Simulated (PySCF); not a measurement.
Isomers of C5H10NP. Theory: PySCF, TDDFT CAM-B3LYP/def2-SVPD, vertical, gas phase, core orbitals frozen in the response. Geometries: GFN2-xTB; one conformer of each isolated species. Triplets are in the Tamm–Dancoff approximation. 'Strongest' means the level of largest summed f among the lowest 8 singlets; it needn't be the same kind of state in each.

Question: Rank by computed lowest triplet energy, lowest first.
A. `CC1=CCCP1N`
B. `CC(C)PCC#N`
C. `CC1=CP(N)CC1`
D. `C(C)N(C#P)CC`

Answer: D (2.78 eV), C (4.08 eV), A (4.20 eV), B (5.23 eV).

```csv
SMILES,T1 (eV),gap (eV),strongest (eV),f (S1),first f ≥ 0.01 (nm),S1 mainly
CCN(C#P)CC,2.78,7.28,6.98,0.000,272,H→L (98%)
CC1=CP(N)CC1,4.08,8.53,5.51,0.182,225,H→L (93%)
CC1=CCCP1N,4.20,8.89,6.86,0.064,220,H→L (66%)
CC(C)PCC#N,5.23,9.49,7.00,0.062,195,H→L (72%)
```

H and L stand for HOMO and LUMO.
